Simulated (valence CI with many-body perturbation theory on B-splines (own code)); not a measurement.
**Ce XXVI: calculated level list**

Level of theory: valence CI with perturbative core correlation (CI+MBPT): five valence electrons over a frozen Dirac-Fock core [Ar] 3d10, a basis of 11 s, 11 p, 10 d, 8 f, 5 g, 2 h functions for each j, with the one-electron correlation potential Σ1, the two-electron term Σ2, the three-electron term Σ3, Breit, model QED; selected CI, second order for the rest, scaled by the run's own slope (own B-spline code, finite nucleus).

No measured levels were compared; by estimate levels hold to about 250 cm⁻¹ or 0.2 % of their energy and the worst to 1 %, as in measured heavy ions of charge 2 to 7; those with d or f electrons hold less well. Among the levels kept, up to 2100 cm⁻¹ of a level comes from second order outside the variational space, and about a tenth of that is noise between levels of different J, which matters for small intervals.

Levels 1 to 45 of 166, with energies above the lowest level, (4s^2 4p1/2^2 4p3/2) J=3/2. "Leading %" is the weight of the configuration and term that name the level; weights of strongly mixed levels are sums over their largest components and can fall short. In the jj column 3d3/2^4 stands for four electrons in 3d with j = 3/2.

```csv
No.,Configuration,Term,J,E (eV),Leading %,g,Second component,Leading jj
1,4s2 4p3,2P°,3/2,0.00,41,1.445,35 % 4s2 4p3 4S°,4s^2 4p1/2^2 4p3/2 (96 %)
2,4s2 4p3,4S°,3/2,21.07,49,1.409,47 % 4s2 4p3 2D°,4s^2 4p1/2 4p3/2^2 (96 %)
3,4s2 4p3,2D°,5/2,24.70,98,1.198,,4s^2 4p1/2 4p3/2^2 (98 %)
4,4s2 4p3,2P°,1/2,29.36,98,0.663,,4s^2 4p1/2 4p3/2^2 (98 %)
5,4s2 4p3,2P°,3/2,50.86,56,1.275,28 % 4s2 4p3 2D°,4s^2 4p3/2^3 (97 %)
6,4s 4p4,4P,5/2,79.62,76,1.522,17 % 4s 4p4 2D,4s 4p1/2^2 4p3/2^2 (90 %)
7,4s 4p4,4P,3/2,88.55,31,1.253,28 % 4s 4p4 2D,4s 4p1/2^2 4p3/2^2 (68 %)
8,4s 4p4,4P,1/2,89.79,48,2.305,42 % 4s 4p4 2S,4s 4p1/2^2 4p3/2^2 (83 %)
9,4s2 4p2 4d,4F,3/2,99.93,38,0.909,20 % 4s 4p4 4P,4s^2 4p1/2^2 4d3/2 (72 %)
10,4s 4p4,4P,3/2,104.79,38,1.242,33 % 4s 4p4 2D,4s 4p1/2 4p3/2^3 (67 %)
11,4s2 4p2 4d,4F,5/2,107.20,31,1.183,23 % 4s2 4p2 4d 4D,4s^2 4p1/2^2 4d5/2 (76 %)
12,4s 4p4,2D,5/2,108.92,64,1.267,13 % 4s 4p4 4P,4s 4p1/2 4p3/2^3 (74 %)
13,4s 4p4,2P,1/2,113.80,35,1.255,20 % 4s 4p4 4P,4s 4p1/2 4p3/2^3 (55 %)
14,4s 4p4,2P,3/2,114.63,31,1.080,22 % 4s2 4p2 4d 2P,4s 4p1/2 4p3/2^3 (46 %)
15,4s2 4p2 4d,2F,5/2,119.41,55,0.942,39 % 4s2 4p2 4d 4F,4s^2 4p1/2 4p3/2 4d3/2 (90 %)
16,4s2 4p2 4d,4D,1/2,121.64,73,0.379,7 % 4s 4p4 4P,4s^2 4p1/2 4p3/2 4d3/2 (72 %)
17,4s2 4p2 4d,4F,7/2,122.17,42,1.103,31 % 4s2 4p2 4d 2G,4s^2 4p1/2 4p3/2 4d3/2 (82 %)
18,4s2 4p2 4d,4D,3/2,123.81,37,1.053,22 % 4s 4p4 2P,4s^2 4p1/2 4p3/2 4d3/2 (52 %)
19,4s2 4p2 4d,4D,7/2,124.11,49,1.310,27 % 4s2 4p2 4d 4F,4s^2 4p1/2 4p3/2 4d5/2 (95 %)
20,4s2 4p2 4d,4F,9/2,127.80,50,1.223,48 % 4s2 4p2 4d 2G,4s^2 4p1/2 4p3/2 4d5/2 (95 %)
21,4s2 4p2 4d,4P,5/2,129.42,27,1.216,18 % 4s2 4p2 4d 4F,4s^2 4p1/2 4p3/2 4d5/2 (72 %)
22,4s2 4p2 4d,2P,3/2,130.53,34,1.161,25 % 4s2 4p2 4d 4D,4s^2 4p1/2 4p3/2 4d5/2 (54 %)
23,4s2 4p2 4d,2D,5/2,133.82,31,1.322,28 % 4s2 4p2 4d 4D,4s^2 4p1/2 4p3/2 4d3/2 (44 %)
24,4s2 4p2 4d,4P,1/2,134.55,44,2.026,28 % 4s2 4p2 4d 2S,4s^2 4p1/2 4p3/2 4d3/2 (81 %)
25,4s2 4p2 4d,4P,3/2,134.87,42,1.480,40 % 4s2 4p2 4d 2P,4s^2 4p1/2 4p3/2 4d3/2 (52 %)
26,4s2 4p2 4d,2G,7/2,135.37,48,1.059,18 % 4s2 4p2 4d 4F,4s^2 4p1/2 4p3/2 4d5/2 (68 %)
27,4s2 4p2 4d,2P,1/2,138.04,29,1.358,28 % 4s 4p4 2S,4s 4p3/2^4 (57 %)
28,4s2 4p2 4d,2D,3/2,139.45,73,0.858,8 % 4s2 4p2 4d 2P,4s^2 4p1/2 4p3/2 4d5/2 (72 %)
29,4s2 4p2 4d,2D,5/2,140.24,56,1.120,32 % 4s2 4p2 4d 2F,4s^2 4p1/2 4p3/2 4d5/2 (61 %)
30,4s2 4p2 4d,2P,1/2,143.79,46,1.074,27 % 4s2 4p2 4d 2S,4s^2 4p1/2 4p3/2 4d5/2 (65 %)
31,4s2 4p2 4d,2F,7/2,149.85,49,1.251,39 % 4s2 4p2 4d 4D,4s^2 4p3/2^2 4d5/2 (97 %)
32,4s2 4p2 4d,2G,9/2,151.28,50,1.218,48 % 4s2 4p2 4d 4F,4s^2 4p3/2^2 4d5/2 (95 %)
33,4s2 4p2 4d,2P,1/2,152.37,61,1.080,22 % 4s2 4p2 4d 4P,4s^2 4p3/2^2 4d3/2 (63 %)
34,4s2 4p2 4d,2D,3/2,153.69,45,1.136,25 % 4s2 4p2 4d 4P,4s^2 4p3/2^2 4d3/2 (84 %)
35,4s2 4p2 4d,2D,5/2,154.41,36,1.209,19 % 4s2 4p2 4d 4P,4s^2 4p3/2^2 4d3/2 (70 %)
36,4s2 4p2 4d,2F,7/2,158.08,77,1.110,15 % 4s2 4p2 4d 2G,4s^2 4p3/2^2 4d3/2 (78 %)
37,4s2 4p2 4d,2D,5/2,160.44,82,1.205,10 % 4s2 4p2 4d 4D,4s^2 4p3/2^2 4d5/2 (95 %)
38,4s2 4p2 4d,2D,3/2,161.28,46,1.048,38 % 4s2 4p2 4d 2P,4s^2 4p3/2^2 4d3/2 (62 %)
39,4s2 4p2 4d,2S,1/2,163.84,37,1.846,21 % 4s2 4p2 4d 4P,4s^2 4p3/2^2 4d5/2 (47 %)
40,4s2 4p2 4d,2D,3/2,167.52,62,1.026,17 % 4s2 4p2 4d 2P,4s^2 4p3/2^2 4d5/2 (70 %)
41,4s2 4p2 4d,2D,5/2,170.01,54,1.111,34 % 4s2 4p2 4d 2F,4s^2 4p3/2^2 4d5/2 (81 %)
42,4p5,2P°,3/2,173.95,55,1.375,20 % 4s 4p3 4d 2P°,4p1/2^2 4p3/2^3 (55 %)
43,4s 4p3 4d,6D°,5/2,175.57,47,1.416,17 % 4s 4p3 4d 4F°,4s 4p1/2^2 4p3/2 4d3/2 (78 %)
44,4s 4p3 4d,6D°,1/2,175.58,62,2.904,28 % 4s 4p3 4d 4P°,4s 4p1/2^2 4p3/2 4d3/2 (78 %)
45,4s 4p3 4d,6D°,3/2,176.43,48,1.516,15 % 4p5 2P°,4s 4p1/2^2 4p3/2 4d3/2 (58 %)
```

The ionisation energy to 4s2 4p2 3P_0 of the next ion comes out as 863.57 eV (NIST: 862 ± 4 eV (theoretical)). All 166 levels together are meant to be complete up to 267.49 eV.
